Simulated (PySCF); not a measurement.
One of the candidates below gave these computed data.

All candidates are C3H9NOSi3.

| technique | computed result |
| --- | --- |
| 13C NMR | chemical shifts (computed TMS as zero) by class: 246.8 (1 C), 126.2 (1 C), 44.4 (1 C) ppm [GIAO PBE0/pcSseg-1] |
| UV, first state | lowest singlet excitation: 3.49 eV (356 nm, f = 0.004) [TDDFT B3LYP/def2-SVPD] |
| Polarisability | 130.6 au [B3LYP/def2-SVPD] |
| UV, strongest line | among the 8 lowest singlet transitions: S5 at 5.83 eV (212 nm, f = 0.054) [TDDFT B3LYP/def2-SVPD] |
| 1H NMR | chemical shifts (computed TMS as zero) by class: 3.74 (6 H), 2.93 (3 H) ppm [GIAO PBE0/pcSseg-1] |
| Dipole | 1.51 D [B3LYP/def2-SVPD] |
| NMR, other nuclei | isotropic shieldings of nuclei other than C and H, by class: -105 (1 N), -527 (1 O), 449 (1 Si), 453 (2 Si) ppm [GIAO PBE0/pcSseg-1] |
| Triplet | lowest triplet excitation (Tamm–Dancoff): 2.89 eV [TDA B3LYP/def2-SVPD] |
| Rotational structure | rotational constants A, B, C: 0.942, 0.923, 0.892 GHz [GFN2-xTB] |

Electronic properties: PySCF, gas phase, density fitting. Levels stand in brackets. Geometry: GFN2-xTB, one conformer, isolated molecule. NMR classes are plain means over equivalent atoms (diastereotopic ones count apart unless rotation or inversion swaps them), as if these changed places fast.

Task: Which candidate is it?
A. `CC(=O)[Si]([SiH3])([SiH3])C#N`
B. `N#C[Si@H]1C[Si@H](O[SiH3])C1`
C. `N#C[C@@H](C=O)[SiH]([SiH3])[SiH3]`

Result: A. It is `CC(=O)[Si]([SiH3])([SiH3])C#N`. Numbering: `[CH3:1][C:2](=[O:3])[Si:4]([SiH3:5])([SiH3:6])[C:7]#[N:8]`. Its formula, C3H9NOSi3, gives 3 degrees of unsaturation: 0 rings and 3 π bonds in the structure found. 3 carbons fall into 3 classes; from least to most shielded: carbonyl carbon [C2] (246.8 ppm), cyano carbon [C7] (126.2 ppm), methyl carbon next to a carbonyl [C1] (44.4 ppm). Hydrogen classes from least to most shielded: 6 H on 2 SiH3 silicons, Si5/Si6 (3.74 ppm), 3 H on a methyl carbon next to a carbonyl, C1 (2.93 ppm, a mean of values up to 0.7 ppm apart in this geometry). The other shieldings belong to: -105 ppm, cyano nitrogen [N8]; -527 ppm, carbonyl oxygen [O3]; 449 ppm, four-coordinate silicon [Si4]; 453 ppm, SiH3 silicon [Si5/Si6]. S1 is mainly HOMO→LUMO (weight 0.96); the largest Löwdin shares of the orbital it empties are 0.49 on the carbonyl oxygen, 0.17 on the carbonyl carbon, 0.12 on the four-coordinate silicon and 0.10 on the methyl carbon next to a carbonyl, of the orbital it fills 0.33 on the carbonyl carbon, 0.28 on the carbonyl oxygen, 0.11 on the four-coordinate silicon and 0.07 on the methyl carbon next to a carbonyl. The optimised geometry has point group C1 and is an asymmetric top.

The others, at the same levels:
- `N#C[Si@H]1C[Si@H](O[SiH3])C1` fails: it has 2 carbon classes against 3; its computed 13C shifts are 126.0 (1 C), 12.5 (2 C) ppm, 1H shifts are 5.72 (1 H), 5.16 (3 H), 5.13 (1 H), 1.17 (2 H), 0.97 (2 H) ppm and rotational constant A is 3.253 GHz (against 0.942 GHz).
- `N#C[C@@H](C=O)[SiH]([SiH3])[SiH3]` fails: its computed 13C shifts are 206.3 (1 C), 122.5 (1 C), 31.9 (1 C) ppm, 1H shifts are 9.86 (1 H), 4.38 (1 H), 3.78 (3 H), 3.74 (3 H), 2.94 (1 H) ppm and rotational constant A is 1.291 GHz (against 0.942 GHz).

Each candidate is one conformer, not necessarily the lowest. The conformers computed, where there is a choice (atom-mapped SMILES and torsion angles):
- `[CH3:1][C:2](=[O:3])[Si:4]([SiH3:5])([SiH3:6])[C:7]#[N:8]`: C1–C2–Si4–Si5 108°
- `[N:1]#[C:2][Si@H:3]1[CH2:4][Si@H:5]([O:6][SiH3:7])[CH2:8]1`: C4–Si5–O6–Si7 -39°
- `[N:1]#[C:2][C@@H:3]([CH:4]=[O:5])[SiH:6]([SiH3:7])[SiH3:8]`: C2–C3–C4–O5 -175°, C2–C3–Si6–Si7 52°
